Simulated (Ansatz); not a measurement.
```yaml
crystal:
  periodic: [false, false, false]
  atoms:
    - {symbol: C, position_ang: [0.109188, -2.927615, 3.711346]}
    - {symbol: O, position_ang: [1.958213, -2.581309, 1.282060]}
    - {symbol: Al, position_ang: [2.164295, -0.450994, -1.717098]}
    - {symbol: F, position_ang: [4.964708, -1.040502, -3.939671]}
    - {symbol: Si, position_ang: [-1.388802, 3.376832, -2.923665]}
    - {symbol: H, position_ang: [1.349828, -2.583741, 5.746019]}
    - {symbol: H, position_ang: [-0.783114, -5.163524, 3.755460]}
    - {symbol: H, position_ang: [-1.744608, -1.381770, 3.694429]}
    - {symbol: H, position_ang: [-3.703394, 3.591081, -0.614446]}
    - {symbol: H, position_ang: [0.077279, 6.295512, -3.168840]}
    - {symbol: H, position_ang: [-2.860157, 2.740628, -5.780275]}
basis:
  gaussian: {orbitals: pcseg-2}
hamiltonian: {xc: {name: r2SCAN}, dispersion: d4}
output: {forces: true}
```

```sh
$ ansatz run in.yaml --threads 4 --pin off --events-out ev --progress --plain --max-ram 10444MiB
```

Output, abridged:

```
Functional definition: r2SCAN
1299 factors; their error is unknown
mean field evaluation 1: about -20267.0608 eV, gradient 1.1e2 eV
mean field evaluation 2: about -17885.3799 eV, gradient 4.8e2 eV
mean field evaluation 4: about -20215.0056 eV, gradient 1.6e2 eV
mean field evaluation 8: about -20330.3725 eV, gradient 1.2e1 eV
mean field evaluation 16: about -20333.1346 eV, gradient 2.4e0 eV
mean field evaluation 32: about -20333.3140 eV, gradient 2.5e-3 eV
mean field evaluation 224: about -20333.3194 eV, gradient 2.6e-3 eV
mean field evaluation 448: about -20333.3109 eV, gradient 3.4e-2 eV
mean field evaluation 512: about -20333.3194 eV, gradient 7.5e-3 eV
mean field -20333.31944192 eV, -747.2357070715 hartree, gradient 2.2e-8 eV, S^2 0.000000; 20 other end points of the search recorded, 0 dependent functions left out
reference -20333.31947791 eV, -747.2357083943 hartree; 28, 28 occupied and 214, 214 virtual orbitals, 1299 factors
Total energy: -20333.35963661 eV, -747.2371841993 hartree
Atom 0 at     0.109188    -2.927615     3.711346 Å, force    -0.687359    -0.174305     0.968076 eV/Å
Atom 1 at     1.958213    -2.581309     1.282060 Å, force    -0.545355     0.193632     0.327535 eV/Å
Atom 2 at     2.164295    -0.450994    -1.717098 Å, force     0.600990    -0.521423     0.040943 eV/Å
Atom 3 at     4.964708    -1.040502    -3.939671 Å, force    -0.624510     0.144743     0.478019 eV/Å
Atom 4 at    -1.388802     3.376832    -2.923665 Å, force    -0.851419     0.923639    -0.301483 eV/Å
Atom 5 at     1.349828    -2.583741     5.746019 Å, force    -1.002905    -0.281047    -1.723786 eV/Å
Atom 6 at    -0.783114    -5.163524     3.755460 Å, force     0.766965     1.858583    -0.071569 eV/Å
Atom 7 at    -1.744608    -1.381770     3.694429 Å, force     1.515263    -1.246740    -0.008276 eV/Å
Atom 8 at    -3.703394     3.591081    -0.614446 Å, force     0.802356    -0.088138    -0.781346 eV/Å
Atom 9 at     0.077279     6.295512    -3.168840 Å, force    -0.488306    -1.011159     0.090421 eV/Å
Atom 10 at    -2.860157     2.740628    -5.780275 Å, force     0.514280     0.202214     0.981465 eV/Å
Dipole moment:    -1.147635     0.580430     0.471499 e Å
```

Question: What is wrong with this run?

Answer: The geometry is stretched to more than twice its size. The run converged. The result belongs to that input, not to the molecule as meant.
